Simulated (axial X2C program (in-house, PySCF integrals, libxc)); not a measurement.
# Spectroscopic constants of CoIn

All values were computed with an in-house all-electron X2C program for linear molecules (integrals from PySCF). Spin-free means the one-electron spin-free X2C Hamiltonian; two-component (2c) means X2C with spin–orbit coupling and atomic mean-field two-electron Coulomb and Gaunt terms, so the difference of the two also holds small scalar two-electron terms. Basis: In dyall-cv3z [11s12p9d4f1g], Co dyall-cv3z [9s10p6d3f2g] (cores contracted in-house); Gaussian nuclei, density fitting, unrestricted open shells. Masses: In 114.904 u, Co 58.933 u.

Input:
```json
{
 "zs": [
  49,
  27
 ],
 "q": 0,
 "bas": [
  "dyall-cv3z",
  "dyall-cv3z"
 ],
 "levels": [
  "PBE0",
  "HF",
  "LDA"
 ],
 "cc": true,
 "r0": 2.53,
 "thr": -1.0,
 "nmax": 90,
 "npts": 10,
 "nst": 2,
 "ntry": 6
}
```
```bash
python so2c.py task.json out
```

Keys: zs atomic numbers; q charge; bas basis sets; levels methods; cc coupled cluster on or off; r0 starting distance in Å; thr threshold in hartree for freezing inner shells (an s shell follows its p shell); nmax most natural virtual spinors; npts points on the curve; nst determinants followed; ntry starts of the search. HF also brings MP2.

State, spin-free: M_S = 1, Λ = 2 (beyond evenly filled blocks: σα, δ+α, δ+β, δ-α); electrons by block: σα: 17, σβ: 16, π+α: 8, π+β: 8, π-α: 8, π-β: 8, δ+α: 3, δ+β: 3, δ-α: 3, δ-β: 2. Fragments: In + Co.

State, 2c: Ω = 3 (⟨Sz⟩ = 1.00, ⟨Lz⟩ = 2.00 at PBE0); electrons by block: 1/2: 25, -1/2: 24, 3/2: 11, -3/2: 11, 5/2: 3, -5/2: 2. Fragments: In + Co.

```csv
Hamiltonian,level,Re (Å),ωe (cm⁻¹),ωexe (cm⁻¹),Be (cm⁻¹),αe (cm⁻¹),De (eV),μ (D)
spin-free,PBE0,2.603,184.4,0.544,0.06385,0.000296,1.59,-0.39
spin-free,LDA,2.489,208.5,0.697,0.06986,0.000293,2.87,-0.34
2c,PBE0,2.603,184.2,0.548,0.06386,0.000297,n/a,-0.35
2c,LDA,2.488,208.2,0.696,0.06991,0.000292,n/a,-0.31
```

Dipoles are positive if Co is the positive end.

The state is one determinant whose occupation by symmetry is held fixed; it was picked as the lowest of a PBE0 search that is not exhaustive. Dissociation energies refer to the lowest single-determinant-based atoms at the same level and basis. De is not given where an atomic determinant may have missed its ground term or J level, or where the truncated virtual space spoils (T). Density functionals use the spin component along the axis (collinear). Other states lie close and PBE0, whose exact exchange favours high spin, may order them wrongly; the determinant shown need not be the ground state. The nearest other spin-free determinant of the search, M_S = 1, Λ = 3, lies 0.23 eV up at the distance of the search. Without a current term, density functionals place determinants with orbital angular momentum somewhat too high. With several unpaired electrons one determinant need not be a pure state. A state of lower Ω lies just above, and one determinant can place such states too high, so the state shown need not be the lowest. The search has Ω = 1 only 0.11 eV up. At some level and bond length an empty orbital lies below a filled one. The determinant is spin-polarised beyond a pure state at some levels (its spin-free form has ⟨S²⟩ too high), which makes Re and μ there less reliable.

No reliable constants came from CCSD (2c), CCSD (spin-free), CCSD(T) (2c), CCSD(T) (spin-free), HF (2c), HF (spin-free), MP2 (2c), MP2 (spin-free): no minimum in range, unconverged points, a curve that is not smooth, a change of character along it, or the two Hamiltonians disagreeing along it.

Rough cost a point (2c) on 1 thread(s) of a shared host, integrals apart: PBE0 2.5 s, LDA 1 s.

The whole task took 9.4 min on 1 thread of Arm Neoverse N1 (shared host).
